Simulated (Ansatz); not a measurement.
`[F][Sn]([SH])([Cl])[Cl]` + CH₄ → `[CH3][Sn]([SH])([Cl])[Cl]` + H–F at 400 K and 1 bar (formal exchange of groups at the Sn–F bond).

Computed with Ansatz on PBE0-D4/def2-TZVP structures; ΔE is electronic, products minus reactants. CBS: MP2 limit from def2 TZ/QZ plus the TZ coupled-cluster correction, frozen cores. This one scheme is used for every species. def2 core potentials past Kr. For Sn outer-core shells are correlated without core-valence functions, which leaves a few kJ/mol of doubt a bond. Each species was taken in one conformer, which may not be the lowest.

| species | CCSD(T)/CBS energy (Eh) | H − E (kJ/mol) | S (J/(mol·K)) |
| --- | --- | --- | --- |
| `[F][Sn]([SH])([Cl])[Cl]` | -1631.90568 | 71.0 | 430.7 |
| CH₄ | -40.46206 | 131.3 | 197.2 |
| `[CH3][Sn]([SH])([Cl])[Cl]` | -1571.95481 | 165.8 | 460.0 |
| H–F | -100.39570 | 36.5 | 182.2 |

H − E and S are ideal-gas, rigid-rotor, harmonic terms from PBE0-D4/def2-TZVP, for one conformer and one mirror image of each species. 1 Eh = 2625.50 kJ/mol, R = 8.31446 J/(mol·K).

**Question.** By hand: ΔE, ΔH, ΔS and ΔG.

**Answer.** ΔE = (-1571.95481) + (-100.39570) − (-1631.90568) − (-40.46206) = 0.01723 Eh = 45.2 kJ/mol. Δ(H − E) = 165.8 + 36.5 − 71.0 − 131.3 = 0.0, so ΔH = 45.2 kJ/mol. ΔS = 460.0 + 182.2 − 430.7 − 197.2 = 14.3 J/(mol·K). ΔG = 45.2 − 400 × (14.3)/1000 = 39.5 kJ/mol.

**Question.** By hand: the equilibrium constant, and the temperature at which ΔG would vanish if ΔH and ΔS stayed fixed.

**Answer.** log₁₀ K = −ΔG/(RT ln 10) = -5.2. ΔG = 0 at ΔH/ΔS = 3161 K, far beyond where these terms or the molecules hold.

The number of gas molecules stays the same, so ΔS is small and ΔH decides. A doubt of 5 kJ/mol in ΔE shifts log₁₀ K by 0.7 here. Other conformers and mirror images would add mixing entropy, several J/(mol·K) or more a flexible species. Modes under 60 cm⁻¹, often nearly free rotors, make the harmonic entropy too high. These are equilibria of isolated gas molecules and say nothing of rates. Largest T1 diagnostic: 0.012 (customary marks: 0.02 for closed shells, 0.045 for open ones).
